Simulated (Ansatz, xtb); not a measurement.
Pulling on the In1–H2 bond in H5InSi (SMILES [SiH3][InH2]) (multiplicity 1 held, fragments rigid). Energies count from the point at 1.738 Å.
Geometry at that point (charge 0, multiplicity 1):
| atom | x (Å) | y (Å) | z (Å) |
|---|---|---|---|
| In | -0.3267 | -0.5521 | 0.0667 |
| H | 0.1466 | -1.7044 | 1.2782 |
| H | -1.6992 | -0.9445 | -0.9221 |
| Si | 0.9842 | 1.6663 | -0.2068 |
| H | 0.7572 | 2.5307 | 0.9811 |
| H | 0.5786 | 2.4336 | -1.4105 |
| H | 2.4442 | 1.4074 | -0.2978 |

R- and RO- levels are restricted; in cc, def2 and unpolarised 6-31G sets they are followed outwards from rest. U- levels take the lowest unrestricted solution at each point, which mixes spins at long bonds. Active spaces are followed from a long bond inwards. Curves can end on different states.

Frozen-core correlation. Filled d and f shells under p-block atoms count as core.

The values were computed with Ansatz (a quantum-chemistry and plane-wave program); xtb for the GFN methods. Values without a source in brackets are computed. In def2 rows elements past Kr take small-core potentials, without spin–orbit coupling. The GFN methods have no spin term and hold the electronic entropy of 300 K.

Energies in eV.

| R (Å) | GFN2-xTB | R-HF/def2-SVP | U-HF/def2-SVP | R-SCS-MP2/def2-SVP | FIC-MRCISD+Q on CASSCF(2,2)/def2-SVP |
|---|---|---|---|---|---|
| 1.390 | 1.19 | 1.27 | 1.27 | 1.29 | 1.30 |
| 1.564 | 0.22 | 0.26 | 0.26 | 0.27 | 0.28 |
| 1.738 | 0.00 | 0.00 | 0.00 | 0.00 | 0.00 |
| 1.912 | 0.04 | 0.14 | 0.14 | 0.12 | 0.11 |
| 2.085 | 0.19 | 0.48 | 0.48 | 0.44 | 0.40 |
| 2.346 | 0.50 | 1.14 | 1.14 | 1.07 | 0.97 |
| 2.607 | 0.87 | 1.85 | 1.70 | 1.72 | 1.52 |
| 3.041 | 1.48 | 2.93 | 2.13 | 2.67 | 2.25 |
| 3.475 | 2.03 | 3.83 | 2.27 | 3.38 | 2.68 |
| 3.997 | 2.55 | 4.69 | 2.33 | 3.93 | 2.91 |
| 4.692 | 2.98 | 5.52 | 2.34 | 4.19 | 2.99 |
| 5.561 | 3.19 | 6.19 | 2.35 | 3.92 | 3.01 |

Doubts at one or more of the structures used: a restricted determinant that unrestricted orbitals would lower (R-HF/def2-SVP, R-SCS-MP2/def2-SVP); a spin-contaminated determinant (U-HF/def2-SVP).
